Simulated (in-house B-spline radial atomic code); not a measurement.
The numbers below are computed, except where a source is named.
# Weak and strong correlation along the adiabatic connection

Two-electron singlets in several external potentials (atomic units), by full CI in B-splines with partial waves to l = 8 (correlation energies up to 0.6 % small). The repulsion is scaled by λ at fixed density; W(λ) is the mean repulsion less the Hartree energy, W(0) = E_x, and the area under W from 0 to 1 is E_xc.

Relative drop (W(λ) − E_x)/E_x:

```
                            system  λ = 0.12  λ = 0.25  λ = 0.4  λ = 0.6  λ = 0.8   λ = 1
−Z exp(−kr)/r, Z = 1.65, k = 0.203    0.0148    0.0297   0.0456   0.0648   0.0821  0.0978
−V exp(−r²/w²), V = 1.52, w = 5.33    0.0298    0.0575   0.0846   0.1144   0.1386  0.1587
   ω²r²/2 − Z/r, ω = 0.0422, Z = 2    0.0110    0.0223   0.0345   0.0497   0.0637  0.0766
−Z exp(−kr)/r, Z = 3.75, k = 0.987    0.0057    0.0118   0.0186   0.0272   0.0355  0.0435
  −Z exp(−kr)/r, Z = 8.4, k = 3.08    0.0025    0.0052   0.0083   0.0123   0.0163  0.0202
  ω²r²/2 − Z/r, ω = 0.337, Z = 0.5    0.0215    0.0424   0.0636   0.0882   0.1091  0.1273
                    −Z/r, Z = 1.35    0.0190    0.0378   0.0574   0.0805   0.1008  0.1187
```

Task: Order the systems by how far second-order (GL2) theory, half the initial slope (estimated from the first points of each curve), overshoots the correlation energy, least first.
A. −Z/r, Z = 1.35
B. −V exp(−r²/w²), V = 1.52, w = 5.33
C. −Z exp(−kr)/r, Z = 8.4, k = 3.08
D. ω²r²/2 − Z/r, ω = 0.0422, Z = 2
E. −Z exp(−kr)/r, Z = 1.65, k = 0.203
F. ω²r²/2 − Z/r, ω = 0.337, Z = 0.5
G. −Z exp(−kr)/r, Z = 3.75, k = 0.987

Result: C (GL2/E_c = 1.03), G (GL2/E_c = 1.08), D (GL2/E_c = 1.15), E (GL2/E_c = 1.20), A (GL2/E_c = 1.26), F (GL2/E_c = 1.31), B (GL2/E_c = 1.43).

Task: What else changes along this order?

Result: The ratio follows the bend of the curve. With it the leading natural occupation goes from 1.999 to 1.919 and −T_c/E_c from 0.97 to 0.70 between the first and the last.
